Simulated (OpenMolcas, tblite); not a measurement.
**How methods differ on SiCNF2 (SMILES N#C[Si](F)F)**

SiCNF2 has 5 atoms, charge 0, and is taken as a doublet. As SMILES, `N#C[Si](F)F`. The coordinates come from a PBE0-D4/def2-TZVP relaxation.

Each level gives the vertical energy of the quartet above the doublet (eV). The values are calculated.

| level | kind | program | value (eV) | CPU time (all runs) |
| --- | --- | --- | --- | --- |
| GFN1-xTB | semi-empirical | tblite | 5.15 | under 2 s |
| UHF/aug-cc-pVDZ | Hartree–Fock | OpenMolcas | 5.69 | 2.7 min |
| USVWN5/aug-cc-pVDZ | LDA | OpenMolcas | 6.32 | 3 min |
| UBLYP/aug-cc-pVDZ | GGA | OpenMolcas | 6.11 | 3.7 min |
| UPBE/aug-cc-pVDZ | GGA | OpenMolcas | 6.04 | 4.5 min |
| UTPSS/aug-cc-pVDZ | meta-GGA | OpenMolcas | 5.88 | 5.7 min |
| UB3LYP/aug-cc-pVDZ | global hybrid | OpenMolcas | 5.99 | 4.8 min |
| UBHLYP/aug-cc-pVDZ | global hybrid | OpenMolcas | 5.71 | 6.4 min |

The values span 5.15 to 6.32 eV. Times are those of the runs behind each value, whatever else they computed, on shared processors of several kinds: orders of magnitude only.
